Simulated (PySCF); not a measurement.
Si(CCH)(H)3 (C2H4Si), SMILES C#C[SiH3]. Heavy atoms are numbered as in [SiH3:1][C:2]#[CH:3]. Hydrogens are named by the atom that carries them.

The structure is a stationary point at TPSSh-D3(BJ)/def2-TZVP.

Calculation: PBE0/pcSseg-2 run with PySCF.

GIAO shieldings, no solvent; atoms alike by connectivity are averaged. δ = σ(ref) − σ: ²⁹Si against TMS (σ = 341.9 ppm); ¹³C against TMS (σ = 186.1 ppm); ¹H against TMS (σ = 31.54 ppm), references at their B3LYP-D3(BJ)/def2-TZVP geometries, non-relativistic.

### Question
Estimate the chemical shifts. (Estimate from the structure and the level; the computed values follow.)

### Answer

```tsv
nucleus	atoms	count	δ (ppm)
²⁹Si	Si1 (SiH3)	1	-97.2
¹³C	C3 (CH)	1	108.3
¹³C	C2	1	85.2
¹H	H on Si1	3	4.29
¹H	H on C3	1	2.05
```
